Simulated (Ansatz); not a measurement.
def2 core potentials replace the inner electrons of Sn.

The numbers are results of frozen-core CCSD(T)/def2-TZVPP // PBE0-D3(BJ)/def2-SVP in Ansatz (an electronic-structure program), not measurements.

Ansatz 0.2 input:
```yaml
crystal:
  periodic: [false, false, false]
  atoms:
    - { symbol: C, position_ang: [1.934901, -0.328157, 0.869578] }
    - { symbol: C, position_ang: [1.413906, 0.027133, -0.308073] }
    - { symbol: Sn, position_ang: [-0.859667, 0.050616, -0.309659] }
    - { symbol: O, position_ang: [-0.956997, 0.057479, 1.639559] }
    - { symbol: O, position_ang: [-1.23663, 1.681811, -1.312217] }
    - { symbol: O, position_ang: [-1.502393, -1.549185, -1.189749] }
    - { symbol: H, position_ang: [1.478289, -0.046211, 1.831949] }
    - { symbol: H, position_ang: [2.806805, -1.006598, 0.905705] }
    - { symbol: H, position_ang: [1.882355, 0.167087, -1.2926] }
    - { symbol: H, position_ang: [-1.819712, -0.154131, 2.02562] }
    - { symbol: H, position_ang: [-1.249797, 2.501425, -0.794358] }
    - { symbol: H, position_ang: [-1.890959, -1.401169, -2.065657] }
basis:
  gaussian: { orbitals: def2-TZVPP }
correlation:
  method: ccsd_t
total_charge: 1
magnetization:
  spin_polarized: true
  initial_magnetization: 1
```

Output:

```
Functional definition: HF
1930 factors; integrals over basis functions are off by at most 8.6e-4 eV
mean field evaluation 1: about -14056.4449 eV, gradient 5.7e1 eV
mean field evaluation 2: about -14056.4523 eV, gradient 5.7e1 eV
mean field evaluation 4: about -14068.3650 eV, gradient 4.1e0 eV
mean field evaluation 8: about -14068.6699 eV, gradient 4.3e-1 eV
mean field evaluation 16: about -14068.6867 eV, gradient 2.9e-6 eV
mean field evaluation 32: about -14066.5096 eV, gradient 1.3e0 eV
mean field evaluation 64: about -14065.9983 eV, gradient 1.5e-1 eV
mean field -14068.68666786 eV, -517.0146989454 hartree, gradient 2.9e-6 eV, S^2 0.788335; 1 other end points of the search recorded, 0 dependent functions left out
determinant -14068.68666786 eV, -517.0146989454 hartree, with singles and doubles -14105.47105274 eV, -518.3665001564 hartree
determinant -14066.52825791 eV, -516.9353788430 hartree, with singles and doubles -14103.42345637 eV, -518.2912523779 hartree
9 core orbitals not correlated
reference -14068.68666786 eV, -517.0146989454 hartree; 23, 22 occupied and 257, 258 virtual orbitals, 1930 factors
second order -36.04707935 eV of doubles, -0.00000000 eV of singles
cycle   1  -36.53087908 eV  change    -2.6e0 eV  update   3.6e-2
cycle   2  -36.60558404 eV  change   -7.5e-2 eV  update   1.3e-2
cycle   3  -36.60514898 eV  change    4.4e-4 eV  update   9.5e-3
cycle   4  -36.61248655 eV  change   -7.3e-3 eV  update   7.3e-3
cycle   5  -36.62342301 eV  change   -1.1e-2 eV  update   4.9e-3
cycle   6  -36.63046303 eV  change   -7.0e-3 eV  update   2.8e-3
cycle   7  -36.63182836 eV  change   -1.4e-3 eV  update   1.2e-3
cycle   8  -36.63181144 eV  change    1.7e-5 eV  update   6.5e-4
cycle   9  -36.63155586 eV  change    2.6e-4 eV  update   3.5e-4
cycle  10  -36.63116718 eV  change    3.9e-4 eV  update   1.7e-4
cycle  11  -36.63113887 eV  change    2.8e-5 eV  update   8.4e-5
cycle  12  -36.63119978 eV  change   -6.1e-5 eV  update   4.7e-5
cycle  13  -36.63120736 eV  change   -7.6e-6 eV  update   2.2e-5
perturbative correction -1.43745009 eV, -0.0528253165 hartree
Total energy: -14106.75532530 eV, -518.4136963026 hartree
```

Cost: very roughly 3 core-hours.
